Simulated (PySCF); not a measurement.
C2H6BO3, SMILES B(OC)(OC)[O], doublet at its PBE0/def2-SVP optimised geometry (Å):

```
12

C      0.8969     1.7665    -0.0002
O      0.1338     0.5851     0.0000
B     -1.2281     0.5851     0.0000
O     -1.8849     1.7881     0.0000
O     -1.9594    -0.5501    -0.0007
C     -1.3630    -1.8234    -0.0031
H      0.6992     2.3793     0.8951
H      0.6953     2.3817    -0.8928
H      1.9594     1.4860    -0.0029
H     -1.6887    -2.3817     0.8886
H     -1.6911    -2.3794    -0.8955
H     -0.2640    -1.7643    -0.0045
```

Level of theory: PySCF with unrestricted PBE0/def2-TZVP. Cells within 0.4 Å of a nucleus heavier than hydrogen are left out (blank, or x).

Map of the electrostatic potential (hartree/e), clipped to [-0.08, 0.12] on the plane z = 0.0 Å:

```
|22222222222233333333333333333|
|22222222222233333333333333333|
|22221111122233333344433333333|
|22211111112233334444443333333|
|22111100112233445554444433333|
|22111001123334468886544443333|
|22111126997545799999654444333|
|22111299999967999999976544333|
|2211259xxx998999xx99999544333|
|22223699xx999999xx99999654433|
|22223699999999999999999644333|
|2222249999x999999999998544333|
|211123799xxx99xx9986665444333|
|2111126999xx99xx9944444433333|
|11100299999999999322333333333|
|1110029xx99999752112233333333|
|1110029xxx9986421112233333333|
|21100299999998642222233333333|
|22111279999999984333333333333|
|222223699xx999996433333333333|
|222223699xx999996433333333333|
|22223359999999985433333333333|
|22233347999998654433333333333|
|23333334699865444333333333333|
|33333334455544433333333333333|
|33333333444444333333333333333|
|33333333333333333333333333333|
|33333333333333333333333333333|
|33333333333333333333333333333|
```
Scale: ten equal steps from -0.056 (start of '0') to 0.120 (end of '9'), in the order '0123456789'; x runs from -4.50 to 4.50, y from -4.50 (bottom) to 4.50 (top).
